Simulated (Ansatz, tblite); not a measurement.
Removing and adding an electron: the cluster ScAlN₂ (the lowest singlet isomer of a short search). Total charge 0; singlet. Geometry: PBE0-D4/def2-TZVP. Ansatz, gas phase; energy differences of separate SCF runs; the oxidised species was run as a doublet alone; the reduced species was run as a doublet alone.

Cartesian coordinates in Å:
```
Al 0.8841 -0.7014 0.2523
Sc -0.9708 0.7703 -0.2768
N 0.9124 0.8601 -0.5461
N -0.8257 -0.9290 0.5706
```

The xTB rows come from tblite. The structure comes from a short search, and lower isomers may exist.

```
               level  −HOMO (eV)  vertical IE (eV)  −LUMO (eV)  vertical EA (eV)  HOMO–LUMO gap (eV)  IE − EA (eV)                       remarks
            GFN1-xTB        9.99             13.55        9.34              6.06                0.65          7.49                             –
            GFN2-xTB        8.97             12.94        8.70              4.70                0.27          8.24                             –
    PBE-D4/def2-TZVP        4.46              7.38        3.69                 –                0.76             –                             –
   PBE-D4/def2-TZVPD        4.54                 –        3.75              1.57                0.79             –  HOMO above zero (-1 doublet)
 r2SCAN-D4/def2-TZVP        4.59              7.28        3.55                 –                1.05             –                             –
r2SCAN-D4/def2-TZVPD        4.66                 –        3.59              1.60                1.07             –  HOMO above zero (-1 doublet)
   PBE0-D4/def2-TZVP        5.56              7.29        2.98                 –                2.58             –                             –
  PBE0-D4/def2-TZVPD        5.62                 –        3.03              1.57                2.60             –                             –
```

Relaxing the oxidised species (PBE0-D4/def2-TZVP) changes its energy by -0.44 eV at PBE0-D4/def2-TZVP, so the adiabatic ionisation energy to this nearest minimum is 6.85 eV. At PBE-D4/def2-TZVP it is 6.94 eV.  Run but left out: HF/def2-TZVPP, MP2/def2-TZVPP, CCSD/def2-TZVPP, CCSD(T)/def2-TZVPP (flagged by the program: large difference).   A HOMO above zero means that the electron is unbound at that level or that self-interaction error raises the level; the energy of removing that electron tells which. Raw xTB energy differences between charge states are shifted by several eV; the methods need an empirical correction for them.
